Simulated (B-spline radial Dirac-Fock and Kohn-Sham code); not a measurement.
Calculated with a radial B-spline solver, using Dirac-Fock energy differences between relaxed states, corrected for Breit and QED terms. Correlation energy is missing from these numbers.

**Question.** Identify the element and charge state from the binding energies below (tabulated ground configuration; the least bound level is included).

| level | binding energy (eV) |
| --- | --- |
| L2 | 5568.6 |
| L3 | 5220.7 |
| M1 | 1423.0 |
| M2 | 1272.7 |
| M3 | 1204.4 |
| N2 | 372.5 |
| N4,5 | 263.4 |

**Answer.** Cs¹¹⁺: Z = 55 with 44 electrons, [Kr] 4d8.

**Question.** Identify the element and charge state from the binding energies below (tabulated ground configuration; the least bound level is included).

```
level  binding energy (eV)
   1s               4231.1
   2s                619.5
2p1/2                530.6
2p3/2                527.0
   3s                186.2
```

**Answer.** Ca⁸⁺: Z = 20 with 12 electrons, [Ne] 3s2. The hydrogen-like estimate √(E/Ry) = 17.6 for the K level lies 2.4 below Z; the outermost level, at 186.2 eV, fixes the charge.

**Question.** Identify the element and charge state from the binding energies below (tabulated ground configuration; the least bound level is included).

| level | binding energy (eV) |
| --- | --- |
| K | 49027.0 |
| L1 | 9867.4 |
| L2 | 9454.8 |
| L3 | 8851.1 |
| M1 | 3578.8 |
| M3 | 3265.9 |
| M4,5 | 3008.6 |

**Answer.** Sm⁴⁰⁺: Z = 62 with 22 electrons, [Ar] 3d4. The hydrogen-like estimate √(E/Ry) = 60.0 for the K level lies 2.0 below Z (screening lowers it, relativity raises it); the outermost level, at 3008.6 eV, fixes the charge.

**Question.** Identify the element and charge state from the binding energies below (tabulated ground configuration; the least bound level is included).

| level | binding energy (eV) |
| --- | --- |
| L1 | 8254.6 |
| L2 | 7824.8 |
| L3 | 7229.1 |
| M3 | 1927.2 |
| N2 | 740.2 |
| N3 | 709.2 |
| N4,5 | 583.7 |

**Answer.** Sm¹⁹⁺: Z = 62 with 43 electrons, [Kr] 4d7.
